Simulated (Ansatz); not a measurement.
Start from `CC(=N)BO` and change one atom or group to get `BC(C)=N`.

Ansatz, PBE0-D4/def2-TZVP geometries, multiplicity 1. Each molecule was computed in one conformer, which needn't be the lowest.

```tsv
property	`CC(=N)BO`
LUMO energy (B3LYP/def2-TZVPP) / eV	-1.54
size of the dipole moment (ωB97M-V/def2-TZVPP) / D	2.13
LUMO energy (PBE0/def2-TZVPP) / eV	-1.31
HOMO energy (ωB97M-V/def2-TZVPP) / eV	-9.63
LUMO energy (PBE/def2-TZVPP) / eV	-2.35
HOMO energy (B3LYP/def2-TZVPP) / eV	-7.03
```

What does the change do to each property? (Estimate.)

Computed: 
```json
{"property": "LUMO energy (B3LYP/def2-TZVPP) / eV", "`BC(C)=N`": "-2.26", "shift": "-0.72"}
{"property": "size of the dipole moment (ωB97M-V/def2-TZVPP) / D", "`BC(C)=N`": "1.62", "shift": "-0.51"}
{"property": "LUMO energy (PBE0/def2-TZVPP) / eV", "`BC(C)=N`": "-2.03", "shift": "-0.72"}
{"property": "HOMO energy (ωB97M-V/def2-TZVPP) / eV", "`BC(C)=N`": "-9.75", "shift": "-0.12"}
{"property": "LUMO energy (PBE/def2-TZVPP) / eV", "`BC(C)=N`": "-3.03", "shift": "-0.68"}
{"property": "HOMO energy (B3LYP/def2-TZVPP) / eV", "`BC(C)=N`": "-7.20", "shift": "-0.17"}
```

With PBE0 the HOMO falls by 0.16 eV and the LUMO falls by 0.72 eV, so the gap narrows by about 0.56 eV. PBE moves the HOMO by -0.32 eV and ωB97M-V by -0.12 eV. Dipoles are sizes alone; their direction can turn.

B3LYP here is the variant with VWN-RPA as its local correlation; programs differ in this.
